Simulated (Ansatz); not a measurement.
Harmonic frequencies (cm⁻¹) at PBE0-D4/def2-TZVP from Ansatz: 338, 392, 408, 465, 538, 660, 878, 894, 994, 1436, 1456, 1637, 3652, 3752, 3930.

Each molecule was computed in one conformer, which needn't be the lowest.

(1) Which molecule is it?
A. `NB(O)F`
B. `FB(F)[Si](Cl)(Cl)Cl`
C. `BSC`
D. `FB(F)[Si](F)(F)F`

Results:

(1) A.
